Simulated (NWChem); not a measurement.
Molecule: InI₃; SMILES [I][In]([I])[I]

```xyz
4

In     0.0000     0.0000     0.0000
I      0.6881    -2.5678     0.0000
I     -2.5678     0.6881     0.0000
I      1.8798     1.8798     0.0000
```
Atoms are numbered in this order, from 1.

Coordinates come from a PBE0/def2-SVP optimisation. Not confirmed as a minimum by frequencies. def2 effective core potentials on In, I; no spin-orbit coupling.

Question: List the 4 lowest vertical singlet excitations from CAM-B3LYP/def2-SVPD with def2 effective core potentials on In, I, TDA (NWChem).

Answer: 
```json
[
 {"state": "S1", "energy (eV)": "3.75", "oscillator strength": "0.000", "leading excitation (squared amplitude)": "HOMO → LUMO (0.97)"},
 {"state": "S2", "energy (eV)": "3.93", "oscillator strength": "0.000", "leading excitation (squared amplitude)": "HOMO−4 → LUMO (0.97)"},
 {"state": "S3", "energy (eV)": "3.93", "oscillator strength": "0.000", "leading excitation (squared amplitude)": "HOMO−3 → LUMO (0.97)"},
 {"state": "S4", "energy (eV)": "4.05", "oscillator strength": "0.054", "leading excitation (squared amplitude)": "HOMO−1 → LUMO (0.92)"}
]
```
